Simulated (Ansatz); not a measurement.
Correlation energies of C₂H₇NSi, SMILES `C[SiH2]C=N` by basis set

```
atom   x (Å)   y (Å)   z (Å)
  C1   0.360  -1.639  -0.076
 Si2   0.521   0.189  -0.431
  C3  -1.030   1.128   0.111
  N4  -1.079   2.062   0.971
  H5   1.257  -2.175  -0.394
  H6   0.216  -1.817   0.992
  H7  -0.493  -2.064  -0.610
  H8   0.734   0.406  -1.890
  H9   1.655   0.794   0.323
 H10  -1.994   0.853  -0.339
 H11  -0.147   2.264   1.344
```

Charge 0, multiplicity 1. Geometry: relaxed with PBE0-D4/def2-TZVP. It is one conformer, not always the lowest. Frozen core, restricted reference, the Gaussian-basis code of Ansatz. CBS rows extrapolate triple and quadruple zeta; past MP2 they add the triple-zeta difference.

| basis | HF (Eh) | MP2 corr. |
| --- | --- | --- |
| def2-SVP | -422.97934 | -0.54119 |
| def2-TZVPP | -423.23835 | -0.66717 |
| def2-QZVPP | -423.25376 | -0.71191 |

Problem. Estimate the CCSD correlation energy and the (T) correction in each basis where they were run (hartree).

Solution. 
| basis | CCSD corr. | (T) |
| --- | --- | --- |
| def2-SVP | -0.59412 | -0.01905 |
| def2-TZVPP | -0.71241 | -0.02979 |
| CBS(def2) | -0.79028 | as TZ |
